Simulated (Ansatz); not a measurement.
Relaxation of CH$_{7}$ClO$_{2}$Si$_{2}$ (13 atoms, charge 0, multiplicity 1), to a largest force component of 0.015 eV/Å in at most 40 steps.

Computed with Ansatz, RKS BHLYP-D4/def2-SVP.

```xyz
13
Properties=species:S:1:pos:R:3
O -2.171 -1.596 0.401
C -0.914 -1.217 -0.098
Si -0.370 0.574 0.036
O -0.352 1.128 1.622
Si 1.811 0.693 -0.826
Cl -1.623 1.802 -0.989
H -2.385 -0.996 1.172
H -0.168 -1.837 0.440
H -0.873 -1.506 -1.105
H -0.126 2.021 1.846
H 2.695 -0.141 0.053
H 1.880 0.192 -2.186
H 2.280 2.120 -0.790
```

Q: Where does it end, and by what steps?

A: It converged. After 11 steps the energy has fallen by 0.342 eV; H7 moved furthest, 0.48 Å.

```json
{"step": "0", "energy less start (eV)": "0.0000", "largest force component (eV/Å)": "2.614", "accepted": "yes"}
{"step": "1", "energy less start (eV)": "-0.2458", "largest force component (eV/Å)": "0.896", "accepted": "yes"}
{"step": "2", "energy less start (eV)": "-0.2958", "largest force component (eV/Å)": "0.438", "accepted": "yes"}
{"step": "3", "energy less start (eV)": "-0.3240", "largest force component (eV/Å)": "0.353", "accepted": "yes"}
{"step": "4", "energy less start (eV)": "-0.3330", "largest force component (eV/Å)": "0.196", "accepted": "yes"}
{"step": "5", "energy less start (eV)": "-0.3385", "largest force component (eV/Å)": "0.178", "accepted": "yes"}
{"step": "6", "energy less start (eV)": "-0.3390", "largest force component (eV/Å)": "0.139", "accepted": "yes"}
{"step": "7", "energy less start (eV)": "-0.3417", "largest force component (eV/Å)": "0.061", "accepted": "yes"}
{"step": "8", "energy less start (eV)": "-0.3419", "largest force component (eV/Å)": "0.031", "accepted": "yes"}
{"step": "9", "energy less start (eV)": "-0.3420", "largest force component (eV/Å)": "0.053", "accepted": "yes"}
{"step": "10", "energy less start (eV)": "-0.3420", "largest force component (eV/Å)": "0.041", "accepted": "yes"}
{"step": "11", "energy less start (eV)": "-0.3421", "largest force component (eV/Å)": "0.010", "accepted": "yes"}
```

```xyz
13
Properties=species:S:1:pos:R:3
O -2.182 -1.318 0.658
C -0.993 -1.254 -0.080
Si -0.300 0.491 -0.068
O -0.514 0.910 1.521
Si 1.908 0.755 -0.801
Cl -1.450 1.755 -1.251
H -2.046 -0.857 1.485
H -0.227 -1.949 0.303
H -1.209 -1.571 -1.105
H -0.441 1.820 1.797
H 2.828 -0.087 0.000
H 2.009 0.365 -2.228
H 2.302 2.177 -0.655
```

Time of the run: 63 s on 2 threads of Intel(R) Xeon(R) Platinum 8259CL CPU @ 2.50GHz (Skylake/Cascade Lake), on a shared host, peak memory 0.36 GiB.
